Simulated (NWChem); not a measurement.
The numbers come from NWChem runs, not from measurements. System: C2H7ClOSi, charge 0, spin multiplicity 1, at a geometry optimised with PBE0/def2-SVP. The structure started from a generated list of species. Level: LDA (SVWN5)/def2-SVP.

NWChem printed:

```
             Northwest Computational Chemistry Package (NWChem) 7.3.0
             --------------------------------------------------------

                                NWChem Input Module
                                -------------------

 Scaling coordinates for geometry "geometry" by  1.889725989
 (inverse scale =  0.529177249)

                             Geometry "geometry" -> ""
                             -------------------------

 Output coordinates in angstroms (scale by  1.889725989 to convert to a.u.)

  No.       Tag          Charge          X              Y              Z
 ---- ---------------- ---------- -------------- -------------- --------------
    1 C                    6.0000     2.62111100     0.46403600     0.25898700
    2 C                    6.0000     1.42860500    -0.06208600    -0.53779700
    3 Si                  14.0000    -0.16146700    -0.11648900     0.44427500
    4 O                    8.0000    -0.59522300     1.36597800     1.04855300
    5 Cl                  17.0000    -1.64921700    -0.82540100    -0.82596100
    6 H                    1.0000     3.53256300     0.50900600    -0.35685400
    7 H                    1.0000     2.42990000     1.47685700     0.64634200
    8 H                    1.0000     2.84423700    -0.17738100     1.12645100
    9 H                    1.0000     1.62047600    -1.08142300    -0.91620300
   10 H                    1.0000     1.24873700     0.55533400    -1.43584400
   11 H                    1.0000    -0.08394200    -1.01157200     1.62467000
   12 H                    1.0000    -0.83125100     2.05231300     0.41735000

 Effective nuclear repulsion energy (a.u.)     295.5735006909

            Nuclear Dipole moment (a.u.)
            ----------------------------
        X                 Y               Z
 ---------------- ---------------- ----------------
     0.0000094486    -0.0000094486    -0.0000207870


 Summary of "ao basis" -> "" (spherical)
 ------------------------------------------------------------------------------
       Tag                 Description            Shells   Functions and Types
 ---------------- ------------------------------  ------  ---------------------
 *                          def2-svp                  on all atoms

                                 NWChem DFT Module
                                 -----------------

 Summary of "ao basis" -> "ao basis" (spherical)
 ------------------------------------------------------------------------------
       Tag                 Description            Shells   Functions and Types
 ---------------- ------------------------------  ------  ---------------------
 C                          def2-svp                 6       14   3s2p1d
 Si                         def2-svp                 8       18   4s3p1d
 O                          def2-svp                 6       14   3s2p1d
 Cl                         def2-svp                 8       18   4s3p1d
 H                          def2-svp                 3        5   2s1p

 Summary of "ao basis" -> "ao basis" (spherical)
 ------------------------------------------------------------------------------
       Tag                 Description            Shells   Functions and Types
 ---------------- ------------------------------  ------  ---------------------
 C                          def2-svp                 6       14   3s2p1d
 Si                         def2-svp                 8       18   4s3p1d
 O                          def2-svp                 6       14   3s2p1d
 Cl                         def2-svp                 8       18   4s3p1d
 H                          def2-svp                 3        5   2s1p

            General Information
            -------------------
          SCF calculation type: DFT
          Wavefunction type:  closed shell.
          No. of atoms     :    12
          No. of electrons :    58
           Alpha electrons :    29
            Beta electrons :    29
          Charge           :     0
          Spin multiplicity:     1
          Use of symmetry is: off; symmetry adaption is: off
          Maximum number of iterations: 100
          AO basis - number of functions:   113
                     number of shells:    55
[...]
          Density screening/tol_rho:  1.00D-10
          AO Gaussian exp screening on grid/accAOfunc:  14
          CD Gaussian exp screening on grid/accCDfunc:  20
          XC Gaussian exp screening on grid/accXCfunc:  20
          Schwarz screening/accCoul:  1.00D-08

      Superposition of Atomic Density Guess
      -------------------------------------

 Sum of atomic energies:        -901.49779152

      Non-variational initial energy
      ------------------------------

 Total energy =    -903.811302
 1-e energy   =   -1830.834501
 2-e energy   =     631.449698
 HOMO         =      -0.340319
 LUMO         =       0.064794

------------------------------------------------------------
EAF file 0: "./mol.aoints.0" size=524288 bytes
------------------------------------------------------------
               write      read    awrite     aread      wait
               -----      ----    ------     -----      ----
     calls:        1         0         0         0         0
   data(b): 5.24e+05  0.00e+00  0.00e+00  0.00e+00
   time(s): 0.00e+00  0.00e+00  0.00e+00  0.00e+00  0.00e+00
rate(mb/s): 0.00e+00  0.00e+00
------------------------------------------------------------

   convergence    iter        energy       DeltaE   RMS-Dens  Diis-err    time
 ---------------- ----- ----------------- --------- --------- ---------  ------
 d= 0,ls=0.0,diis     1   -901.0545881044 -1.20D+03  1.74D-02  1.20D+00     3.4
 d= 0,ls=0.0,diis     2   -900.9191598242  1.35D-01  1.17D-02  2.20D+00     4.0
 d= 0,ls=0.0,diis     3   -901.1224499968 -2.03D-01  3.28D-03  2.73D-01     4.6
 d= 0,ls=0.0,diis     4   -901.1450081419 -2.26D-02  1.55D-03  2.67D-02     5.2
 d= 0,ls=0.0,diis     5   -901.1486077971 -3.60D-03  3.12D-04  8.66D-04     5.8
  Resetting Diis
 d= 0,ls=0.0,diis     6   -901.1487233613 -1.16D-04  7.18D-05  4.17D-05     6.4
 d= 0,ls=0.0,diis     7   -901.1487285094 -5.15D-06  3.51D-05  3.61D-06     7.0
 d= 0,ls=0.0,diis     8   -901.1487279113  5.98D-07  2.08D-05  8.92D-06     7.6
 d= 0,ls=0.0,diis     9   -901.1487289470 -1.04D-06  3.87D-06  2.98D-07     8.2
 d= 0,ls=0.0,diis    10   -901.1487289793 -3.23D-08  8.43D-07  1.34D-08     8.9

         Total DFT energy =     -901.148728979264
      One electron energy =    -1835.205329375429
           Coulomb energy =      705.730881605783
    Exchange-Corr. energy =      -67.247781900532
 Nuclear repulsion energy =      295.573500690914

 Numeric. integr. density =       57.999998145341

     Total iterative time =      8.4s

                       DFT Final Molecular Orbital Analysis
                       ------------------------------------

 Vector   27  Occ=2.000000D+00  E=-2.797467D-01
              MO Center= -1.1D+00, -2.9D-01, -3.1D-01, r^2= 3.5D+00
   Bfn.  Coefficient  Atom+Function         Bfn.  Coefficient  Atom+Function
  ----- ------------  ---------------      ----- ------------  ---------------
    73     -0.376058   5 Cl pz               72      0.372752   5 Cl py
    70     -0.281048   5 Cl pz               69      0.274324   5 Cl py
    50     -0.242906   4 O  px               53     -0.184291   4 O  px
    67     -0.164665   5 Cl pz               66      0.161592   5 Cl py
    52      0.154108   4 O  pz               55      0.119033   4 O  pz

 Vector   28  Occ=2.000000D+00  E=-2.710988D-01
              MO Center= -1.2D+00, -1.2D-01, -2.2D-01, r^2= 3.2D+00
   Bfn.  Coefficient  Atom+Function         Bfn.  Coefficient  Atom+Function
  ----- ------------  ---------------      ----- ------------  ---------------
    72      0.390760   5 Cl py               50      0.305199   4 O  px
    69      0.291375   5 Cl py               71     -0.264834   5 Cl px
    73      0.246585   5 Cl pz               53      0.226188   4 O  px
    68     -0.198832   5 Cl px               70      0.180053   5 Cl pz
    66      0.170398   5 Cl py               51      0.169345   4 O  py

 Vector   29  Occ=2.000000D+00  E=-2.515417D-01
              MO Center=  2.0D-01, -1.1D-01, -5.6D-03, r^2= 4.5D+00
   Bfn.  Coefficient  Atom+Function         Bfn.  Coefficient  Atom+Function
  ----- ------------  ---------------      ----- ------------  ---------------
    18     -0.271139   2 C  px               17      0.254756   2 C  s
    71     -0.230036   5 Cl px               50     -0.211607   4 O  px
    73      0.206649   5 Cl pz               20      0.194732   2 C  pz
   104     -0.184888  11 H  s               105     -0.182408  11 H  s
    21     -0.166381   2 C  px               68     -0.166572   5 Cl px

 Vector   30  Occ=0.000000D+00  E=-9.392802D-04
              MO Center=  7.6D-02,  9.1D-01,  2.7D-01, r^2= 5.3D+00
   Bfn.  Coefficient  Atom+Function         Bfn.  Coefficient  Atom+Function
  ----- ------------  ---------------      ----- ------------  ---------------
    49      0.751655   4 O  s               110     -0.638536  12 H  s
    40     -0.625189   3 Si py                3      0.588536   1 C  s
    17      0.483383   2 C  s                80     -0.364087   6 H  s
    85     -0.364220   7 H  s                95     -0.318073   9 H  s
   100     -0.310753  10 H  s                41     -0.247809   3 Si pz

 Vector   31  Occ=0.000000D+00  E= 1.330517D-02
              MO Center= -7.9D-02,  5.4D-02,  2.3D-01, r^2= 5.3D+00
   Bfn.  Coefficient  Atom+Function         Bfn.  Coefficient  Atom+Function
  ----- ------------  ---------------      ----- ------------  ---------------
    39     -0.740097   3 Si px                3      0.735255   1 C  s
    80     -0.500893   6 H  s                64     -0.420709   5 Cl s
    90     -0.404807   8 H  s                31      0.365360   3 Si s
    73     -0.343934   5 Cl pz               71     -0.324614   5 Cl px
    41     -0.316036   3 Si pz              110      0.315472  12 H  s

 Vector   32  Occ=0.000000D+00  E= 3.353160D-02
              MO Center=  7.5D-01, -3.9D-01, -2.7D-01, r^2= 5.5D+00
   Bfn.  Coefficient  Atom+Function         Bfn.  Coefficient  Atom+Function
  ----- ------------  ---------------      ----- ------------  ---------------
    17      1.760287   2 C  s                32     -0.934591   3 Si s
   100     -0.903441  10 H  s                 3      0.716741   1 C  s
    40      0.653947   3 Si py               95     -0.595204   9 H  s
    41      0.528750   3 Si pz               90     -0.469598   8 H  s
    39     -0.418873   3 Si px              105      0.397418  11 H  s

 center of mass
 --------------
 x =  -0.21075774 y =  -0.05341137 z =  -0.03286711

 moments of inertia (a.u.)
 ------------------
         445.102472578658        -180.435347965722        -121.803327518037
        -180.435347965722        1062.284241170877        -168.089251531066
        -121.803327518037        -168.089251531066        1087.471629511299

     Multipole analysis of the density
     ---------------------------------

     L   x y z        total         alpha         beta         nuclear
     -   - - -        -----         -----         ----         -------
     0   0 0 0     -0.000000    -29.000000    -29.000000     58.000000

     1   1 0 0      0.583431      0.291711      0.291711      0.000009
     1   0 1 0      0.455721      0.227865      0.227865     -0.000009
     1   0 0 1     -0.321054     -0.160516     -0.160516     -0.000021

     2   2 0 0    -33.940470   -256.697802   -256.697802    479.455133
     2   1 1 0     -1.635649    -47.006108    -47.006108     92.376566
     2   1 0 1     -0.091806    -29.285754    -29.285754     58.479703
     2   0 2 0    -31.490194    -82.164963    -82.164963    132.839732
     2   0 1 1     -1.828072    -42.382308    -42.382308     82.936543
     2   0 0 2    -35.554467    -76.384168    -76.384168    117.213870

 Task  times  cpu:        8.9s     wall:        8.9s

 Total times  cpu:        8.9s     wall:        8.9s
```

### Question
Write an NWChem input that would produce this output.

### Answer
This is not unique; one that fits is 
```
start mol
memory heap 200 mb stack 800 mb global 1000 mb
geometry units angstroms nocenter noautoz noautosym
  C      2.621111     0.464036     0.258987
  C      1.428605    -0.062086    -0.537797
  Si    -0.161467    -0.116489     0.444275
  O     -0.595223     1.365978     1.048553
  Cl    -1.649217    -0.825401    -0.825961
  H      3.532563     0.509006    -0.356854
  H      2.429900     1.476857     0.646342
  H      2.844237    -0.177381     1.126451
  H      1.620476    -1.081423    -0.916203
  H      1.248737     0.555334    -1.435844
  H     -0.083942    -1.011572     1.624670
  H     -0.831251     2.052313     0.417350
end
basis spherical
  * library def2-svp
end
dft
  xc slater vwn_5
  semidirect memsize 60000000 filesize 0
  iterations 100
end
task dft energy
```
